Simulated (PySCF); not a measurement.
## FCuN: from structure and modes to constants

All numbers come from UPBE0 in PySCF with Cu def2-TZVP, N def2-TZVP, F def2-TZVP; no relativity; density-fitted integrals.

The quartet minimum has C∞v symmetry. Masses (u): Cu 62.92960, N 14.00307, F 18.99840.

```xyz
3
charge 0 multiplicity 4, angstrom
Cu    0.0000    0.0000   -0.0955
N     0.0000    0.0000   -1.8308
F     0.0000    0.0000    1.6657
```

Harmonic wavenumbers (cm⁻¹): 125.0 (π, ×2), 546.8 (σ+, ×1), 698.0 (σ+, ×1).

**Question.** Find the principal moments of inertia and the rotational constants. What kind of rotor is it?

**Answer.** About the centre of mass I = 100.22 u Å². With B = 16.8576/I this gives 0.1682 cm⁻¹. The molecule is linear.

**Question.** What is the harmonic zero-point energy?

**Answer.** Half the sum of all 4 wavenumbers, 1495/2 = 747 cm⁻¹, which is 8.9 kJ/mol (1 cm⁻¹ = 0.0119627 kJ/mol).

**Question.** Find the vibrational entropy and heat capacity at 298.15 K.

**Answer.** With u = 1.43878 ω/T, each mode gives S = R[u/(eᵘ−1) − ln(1−e⁻ᵘ)] and C = R u² eᵘ/(eᵘ−1)².
```csv
ω (cm⁻¹),u,S (J/(mol K)),C (J/(mol K))
125.0 (×2),0.603,12.64,8.07
546.8,2.639,2.30,4.80
698.0,3.368,1.29,3.49
```
The sums over all modes are S = 28.9 and C = 24.4 J/(mol K); the softest mode gives 44 % of the entropy (each member, where degenerate).

**Question.** Give the standard entropy (298.15 K, 1 bar) by its translational, rotational, vibrational and spin parts, and Cp.

**Answer.** Sackur–Tetrode with M = 95.93 u gives 165.8; rotation with symmetry number 1 gives 67.5; vibration 28.9; spin R ln 4 = 11.5. The total is 273.7 J/(mol K), and Cp = 7/2 R + 24.4 = 53.5 J/(mol K).

Other isomers or separated fragments may lie lower. Open d and f shells are described by one determinant, and the ground state may have another occupation or spin.
